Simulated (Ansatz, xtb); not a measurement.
Two isomers of C2H6FGe+

Structure a: `[CH3][Ge+]([CH3])[F]`, a singlet. Structure b: `[CH3][GeH+][CH2]F`, a singlet. Both are isolated ions in the gas phase, relaxed with B3LYP-D3(BJ)/def2-SVP; the shapes shown needn't be the lowest conformers.

a (Å):

| atom | x (Å) | y (Å) | z (Å) |
| --- | --- | --- | --- |
| C | -1.0423 | -0.2384 | -0.7029 |
| C | 0.3631 | -3.3512 | 0.3335 |
| F | -1.8996 | -2.9674 | -1.5936 |
| Ge | -0.7922 | -2.1346 | -0.5917 |
| H | -0.2591 | 0.2905 | -0.1423 |
| H | -1.0343 | 0.0424 | -1.7693 |
| H | -2.0404 | -0.0123 | -0.2888 |
| H | 1.0357 | -3.8011 | -0.4182 |
| H | -0.2601 | -4.1492 | 0.7692 |
| H | 0.9437 | -2.8248 | 1.1038 |

b (Å):

```yaml
atoms:
  - { symbol: C, position_ang: [2.4502, 0.2857, 1.3948] }
  - { symbol: C, position_ang: [-0.5805, -0.8555, 0.4541] }
  - { symbol: F, position_ang: [-0.6020, 0.3790, -0.1107] }
  - { symbol: Ge, position_ang: [1.1305, -1.1024, 1.3866] }
  - { symbol: H, position_ang: [2.0924, 1.1543, 0.8256] }
  - { symbol: H, position_ang: [3.3850, -0.1133, 0.9618] }
  - { symbol: H, position_ang: [2.6641, 0.5617, 2.4430] }
  - { symbol: H, position_ang: [1.3858, -2.4358, 2.1101] }
  - { symbol: H, position_ang: [-0.6840, -1.6541, -0.3074] }
  - { symbol: H, position_ang: [-1.4020, -0.9829, 1.1870] }
```

Quicker runs give these differences E(b) − E(a): GFN2-xTB +181.5 kJ/mol; HF/STO-3G +102.6 kJ/mol (at GFN2-xTB geometries); r2SCAN-D4/def2-SVP +177.6 kJ/mol (at GFN2-xTB geometries).

Question: Estimate E(b) − E(a) at the level CCSD(T)/def2-SVP + ΔMP2/def2-TZVPP.

Answer: Calculated at CCSD(T)/def2-SVP + ΔMP2/def2-TZVPP: E(b) − E(a) = +196.4 kJ/mol, so structure a lies lower.

The same difference at several levels:

```csv
level,geometry,E(b) − E(a) (kJ/mol),departure from the last row (kJ/mol),"job, with rough time for the two"
GFN2-xTB,GFN2-xTB,+181.5,−14.9,"optimisation, 0.8 s"
HF/STO-3G,GFN2-xTB,+102.6,−93.7,"single point, 1.2 s"
r2SCAN-D4/def2-SVP,GFN2-xTB,+177.6,−18.8,"single point, 6.6 s"
B3LYP-D3(BJ)/def2-SVP,B3LYP-D3(BJ)/def2-SVP,+179.9,−16.5,"optimisation, 71 s"
HF/def2-SVP,B3LYP-D3(BJ)/def2-SVP,+175.7,−20.6,part of the CCSD(T) run
MP2/def2-SVP,B3LYP-D3(BJ)/def2-SVP,+202.3,+5.9,part of the CCSD(T) run
CCSD(T)/def2-SVP,B3LYP-D3(BJ)/def2-SVP,+190.4,−5.9,single point
CCSD(T)/def2-SVP + ΔMP2/def2-TZVPP,B3LYP-D3(BJ)/def2-SVP,+196.4,,"single point, 56 s"
```

As drawn, b has 1 C–F, 1 Ge–H in place of 1 F–Ge, 1 C–H.

The levels shown agree on the order. The largest departure from CCSD(T)/def2-SVP + ΔMP2/def2-TZVPP is that of HF/STO-3G, 93.7 kJ/mol. The last row adds to CCSD(T) the change of the MP2 difference between the two basis sets, here +5.9 kJ/mol.

With harmonic frequencies from B3LYP-D3(BJ)/def2-SVP (ideal gas, rigid rotor, one conformer each, 298.15 K, 1 atm): on the last row, ΔE + ΔZPE = +191.5 kJ/mol. A mode under 50 cm⁻¹ makes harmonic enthalpies and free energies unreliable, so none is given.

The correlated steps freeze 12 core orbitals; the filled d shell of Ge is correlated, in a basis made for valence electrons. Programs: Ansatz 0.2.0, xtb 6.7.1; the last row on 2 threads of Intel(R) Xeon(R) Processor @ 2.50GHz (Skylake/Cascade Lake) on a shared host.
